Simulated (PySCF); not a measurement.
PySCF input file for Sn(NH2)(SH) (H₃NSSn), SMILES [NH2][Sn][SH] (connectivity only; charge and spin as stated), neutral, multiplicity 1, TDDFT-ωB97X/def2-SVPD. Geometry: B3LYP-D3(BJ)/def2-SVP. The def2 effective core potentials stand for the cores of Sn; spin–orbit coupling is left out. The values are those of a single conformer.

```python
import numpy as np
from pyscf import gto, scf, dft, tdscf

mol = gto.M(
    atom='''
    Sn    0.38950057    0.45336483    0.00000000
    N    -1.53525429    1.13167695   -0.00000000
    H    -1.77639340    2.11935079   -0.00000000
    H    -2.36943690    0.54904442    0.00000001
    S    -0.34409929   -1.92843051    0.00000000
    H     0.92317028   -2.40348736   -0.00000000
    ''',
    basis='def2-SVPD',
    ecp={'Sn': 'def2-svp'},
    charge=0,
    spin=0,
    symmetry=True,
    max_memory=1600,
    verbose=4,
)
mf = dft.RKS(mol, xc='wb97x').density_fit(auxbasis='def2-universal-jkfit')
mf.grids.level = 3
mf.conv_tol = 1e-9
mf.max_cycle = 100
mf.kernel()
mf.grids = dft.Grids(mol).set(level=1).build(with_non0tab=True)  # coarser grid for the response kernel
td = tdscf.TDDFT(mf)
td.singlet = True
td.nstates = 10
td.conv_tol = 1e-4
td.kernel(x0=td.get_init_guess(mf, 15))
td.analyze()
tt = tdscf.TDA(mf)
tt.singlet = False
tt.nstates = 4
tt.conv_tol = 1e-4
tt.kernel(x0=tt.get_init_guess(mf, 9))
tt.analyze(verbose=3)
```

Log of the run:

```
PySCF version 2.14.0

[INPUT] verbose = 4
[INPUT] num. atoms = 6
[INPUT] num. electrons = 48
[INPUT] charge = 0
[INPUT] spin (= nelec alpha-beta = 2S) = 0
[INPUT] symmetry True subgroup None
[INPUT] Mole.unit = angstrom
[INPUT] Symbol           X                Y                Z      unit          X                Y                Z       unit  Magmom
[INPUT]  1 Sn     0.389500570000   0.453364830000   0.000000000000 AA    0.736049402662   0.856735363210   0.000000000000 Bohr   0.0
[INPUT]  2 N     -1.535254290000   1.131676950000   0.000000000000 AA   -2.901210139664   2.138559496983   0.000000000000 Bohr   0.0
[INPUT]  3 H     -1.776393400000   2.119350790000   0.000000000000 AA   -3.356897015485   4.004992554981   0.000000000000 Bohr   0.0
[INPUT]  4 H     -2.369436900000   0.549044420000   0.000000010000 AA   -4.477586810438   1.037543584021   0.000000018897 Bohr   0.0
[INPUT]  5 S     -0.344099290000  -1.928430510000   0.000000000000 AA   -0.650253417757  -3.644205514155   0.000000000000 Bohr   0.0
[INPUT]  6 H      0.923170280000  -2.403487360000   0.000000000000 AA    1.744538995538  -4.541932854254   0.000000000000 Bohr   0.0

nuclear repulsion = 164.759072723642
point group symmetry = Cs
symmetry origin: [-4.72431530e-09 -3.97837076e-09  2.48648174e-10]
symmetry axis x: [ 1.00000000e+00  2.15731276e-09 -6.65551745e-10]
symmetry axis y: [ 2.15731276e-09 -1.00000000e+00 -6.14740967e-11]
symmetry axis z: [ 6.65551745e-10 -6.14740673e-11  1.00000000e+00]
num. orbitals of irrep A' = 73
num. orbitals of irrep A" = 30
number of shells = 43
number of NR pGTOs = 172
number of NR cGTOs = 103
basis = def2-SVPD
ecp = {'Sn': 'def2-svp'}


[settings echo left out]
init E= -645.657170744185
HOMO (A") = -0.651734372911861  LUMO (A") = -0.593648726230192  gap/eV = 1.58059
cycle= 1 E= -667.375096704887  delta_E= -21.7  |g|= 2.49  |ddm|= 10.3
HOMO (A') = -0.0588223849573797  LUMO (A') = -0.0173560016561998  gap/eV = 1.12836
cycle= 2 E= -666.257228197511  delta_E= 1.12  |g|= 2.66  |ddm|= 10.4
HOMO (A") = -0.236235269961732  LUMO (A") = -0.0342836056349309  gap/eV = 5.49538
cycle= 3 E= -668.807843134182  delta_E= -2.55  |g|= 0.577  |ddm|= 5.17
HOMO (A') = -0.307133773628145  LUMO (A") = -0.00669989237245439  gap/eV = 8.17522
cycle= 4 E= -668.948220419266  delta_E= -0.14  |g|= 0.24  |ddm|= 1.09
HOMO (A') = -0.328155873927351  LUMO (A") = -0.000652692301434499  gap/eV = 8.91182
cycle= 5 E= -668.962968070137  delta_E= -0.0147  |g|= 0.0766  |ddm|= 0.376
HOMO (A') = -0.33404095097891  LUMO (A") = -0.00461782111638076  gap/eV = 8.96406
cycle= 6 E= -668.964541927225  delta_E= -0.00157  |g|= 0.0351  |ddm|= 0.111
HOMO (A') = -0.336993433378119  LUMO (A") = -0.0076620273297987  gap/eV = 8.96156
cycle= 7 E= -668.964977698173  delta_E= -0.000436  |g|= 0.00909  |ddm|= 0.0499
HOMO (A') = -0.336079725282616  LUMO (A") = -0.0072499977368885  gap/eV = 8.94791
cycle= 8 E= -668.965065761557  delta_E= -8.81e-05  |g|= 0.00292  |ddm|= 0.0307
HOMO (A') = -0.335950928849535  LUMO (A") = -0.0070958002370114  gap/eV = 8.94860
cycle= 9 E= -668.965078460894  delta_E= -1.27e-05  |g|= 0.001  |ddm|= 0.0109
HOMO (A') = -0.335884898887983  LUMO (A") = -0.00703644845950002  gap/eV = 8.94842
cycle= 10 E= -668.965080261202  delta_E= -1.8e-06  |g|= 0.000279  |ddm|= 0.00447
HOMO (A') = -0.335862036391134  LUMO (A") = -0.00704234991518948  gap/eV = 8.94764
cycle= 11 E= -668.965080385706  delta_E= -1.25e-07  |g|= 7.83e-05  |ddm|= 0.00123
HOMO (A') = -0.335858494483873  LUMO (A") = -0.00704262086696428  gap/eV = 8.94754
cycle= 12 E= -668.965080393056  delta_E= -7.35e-09  |g|= 1.88e-05  |ddm|= 0.000332
HOMO (A') = -0.335856744508902  LUMO (A") = -0.00704006762426879  gap/eV = 8.94756
cycle= 13 E= -668.965080393481  delta_E= -4.25e-10  |g|= 5.44e-06  |ddm|= 9.54e-05
HOMO (A') = -0.335856871434409  LUMO (A") = -0.00704028395356016  gap/eV = 8.94756
Extra cycle  E= -668.965080393515  delta_E= -3.41e-11  |g|= 2.72e-06  |ddm|= 2.37e-05
converged SCF energy = -668.965080393515
tot grids = 26880


******** <class 'pyscf.tdscf.rks.TDDFT'> for <class 'pyscf.df.df_jk.DFSymAdaptedRKS'> ********
nstates = 10 singlet
deg_eia_thresh = 1.000e-03
wfnsym = None
conv_tol = 0.0001
eigh lindep = 1e-12
eigh level_shift = 0
eigh max_cycle = 100


Excitation energies (eV)
[4.04819407 4.58987129 5.48551309 5.5970134  6.09466148 6.2006271
 6.22894622 6.35321233 6.5947122  6.82548829]

** Singlet excitation energies and oscillator strengths **
Excited State   1:   A"      4.04819 eV    306.27 nm  f=0.0381
      24 -> 25       -0.70388
Excited State   2:   A'      4.58987 eV    270.13 nm  f=0.0216
      23 -> 25       -0.67652
      24 -> 26        0.17235
Excited State   3:   A'      5.48551 eV    226.02 nm  f=0.0438
      22 -> 25        0.67284
      24 -> 28       -0.12880
Excited State   4:   A"      5.59701 eV    221.52 nm  f=0.0195
      23 -> 26       -0.66019
      23 -> 29        0.15491
Excited State   5:   A'      6.09466 eV    203.43 nm  f=0.5724
      23 -> 25        0.15960
      24 -> 26        0.65333
Excited State   6:   A"      6.20063 eV    199.95 nm  f=0.0124
      21 -> 25       -0.46279
      22 -> 26        0.38988
      23 -> 27        0.18184
      23 -> 28        0.26290
Excited State   7:   A"      6.22895 eV    199.05 nm  f=0.0426
      21 -> 25        0.35865
      22 -> 27       -0.11427
      22 -> 29        0.11596
      23 -> 27        0.42454
      23 -> 28        0.18257
      23 -> 29       -0.29509
      23 -> 37       -0.10232
Excited State   8:   A"      6.35321 eV    195.15 nm  f=0.0012
      21 -> 25       -0.35592
      22 -> 26       -0.36601
      22 -> 27       -0.11186
      22 -> 28       -0.11879
      22 -> 29        0.12553
      23 -> 27        0.22257
      23 -> 28       -0.25279
      23 -> 29       -0.22064
Excited State   9:   A'      6.59471 eV    188.01 nm  f=0.2236
      24 -> 27       -0.60073
      24 -> 28        0.25328
      24 -> 29        0.17486
Excited State  10:   A"      6.82549 eV    181.65 nm  f=0.0012
      22 -> 26        0.40822
      22 -> 28       -0.10791
      23 -> 28       -0.49979
      23 -> 36        0.16077

** Transition electric dipole moments (AU) **
state          X           Y           Z        Dip. S.      Osc.
  1         0.0000     -0.0000     -0.6198      0.3841      0.0381
  2         0.2394     -0.3671     -0.0000      0.1921      0.0216
  3        -0.4884      0.2956      0.0000      0.3260      0.0438
  4        -0.0000     -0.0000      0.3771      0.1422      0.0195
  5        -0.0638      1.9568      0.0000      3.8333      0.5724
  6         0.0000     -0.0000     -0.2860      0.0818      0.0124
  7        -0.0000      0.0000      0.5286      0.2794      0.0426
  8         0.0000     -0.0000      0.0881      0.0078      0.0012
  9        -0.9121     -0.7428     -0.0000      1.3836      0.2236
 10         0.0000     -0.0000      0.0840      0.0070      0.0012

WARN: ECP detected. Skipping calculation of transition velocity and magnetic dipole moments, which have not yet been implemented.



******** <class 'pyscf.tdscf.rks.TDA'> for <class 'pyscf.df.df_jk.DFSymAdaptedRKS'> ********
nstates = 4 triplet
deg_eia_thresh = 1.000e-03
wfnsym = None
conv_tol = 0.0001
eigh lindep = 1e-12
eigh level_shift = 0
eigh max_cycle = 100


Excitation energies (eV)
[3.20249057 3.83821219 4.63370857 4.78598004]

** Triplet excitation energies and oscillator strengths **
Excited State   1:   A"      3.20249 eV    387.15 nm  f=0.0000
Excited State   2:   A'      3.83821 eV    323.03 nm  f=0.0000
Excited State   3:   A'      4.63371 eV    267.57 nm  f=0.0000
Excited State   4:   A'      4.78598 eV    259.06 nm  f=0.0000
```

Self-consistency was reached.
